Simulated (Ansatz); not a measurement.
`B[AsH2]` + `CS[S][GeH3]` → `[GeH3][S]S[AsH2]` + `BC` at 700 K and 1 bar (redistribution).

Computed with Ansatz on PBE0-D4/def2-TZVP structures; ΔE is electronic, products minus reactants. CCSD(T)/CBS is the MP2 limit (def2-TZVPP, def2-QZVPP) plus CCSD(T) − MP2 in def2-TZVPP, frozen cores. This one scheme is used for every species. For As, Ge outer-core shells are correlated without core-valence functions, which leaves a few kJ/mol of doubt a bond. Scalar relativity is left out up to krypton. One conformer a species, not always the lowest.

```csv
species,CCSD(T)/CBS energy (Eh),H − E (kJ/mol),S (J/(mol·K))
`B[AsH2]`,-2262.17165,138.8,334.6
`CS[S][GeH3]`,-2913.33841,246.1,480.5
`[GeH3][S]S[AsH2]`,-5109.69255,193.6,515.6
`BC`,-65.83255,189.6,311.0
```

H − E and S are ideal-gas, rigid-rotor, harmonic terms from PBE0-D4/def2-TZVP, for one conformer and one mirror image of each species. 1 Eh = 2625.50 kJ/mol, R = 8.31446 J/(mol·K).

Problem. By hand: ΔE, ΔH, ΔS and ΔG.

Solution. ΔE = (-5109.69255) + (-65.83255) − (-2262.17165) − (-2913.33841) = -0.01504 Eh = -39.5 kJ/mol. Δ(H − E) = 193.6 + 189.6 − 138.8 − 246.1 = -1.7, so ΔH = -41.2 kJ/mol. ΔS = 515.6 + 311.0 − 334.6 − 480.5 = 11.5 J/(mol·K). ΔG = -41.2 − 700 × (11.5)/1000 = -49.2 kJ/mol.

Problem. By hand: the equilibrium constant, and the temperature at which ΔG would vanish if ΔH and ΔS stayed fixed.

Solution. log₁₀ K = −ΔG/(RT ln 10) = 3.7. ΔH and −TΔS have one sign here, so there is no such temperature.

The number of gas molecules stays the same, so ΔS is small and ΔH decides. A doubt of 5 kJ/mol in ΔE shifts log₁₀ K by 0.4 here. Other conformers and mirror images would add mixing entropy, several J/(mol·K) or more a flexible species. Modes under 60 cm⁻¹, often nearly free rotors, make the harmonic entropy too high. These are equilibria of isolated gas molecules and say nothing of rates. Largest T1 diagnostic: 0.014 (customary marks: 0.02 for closed shells, 0.045 for open ones).

ΔS is within the doubt of such terms, so its sign, and with it that verdict, could turn.
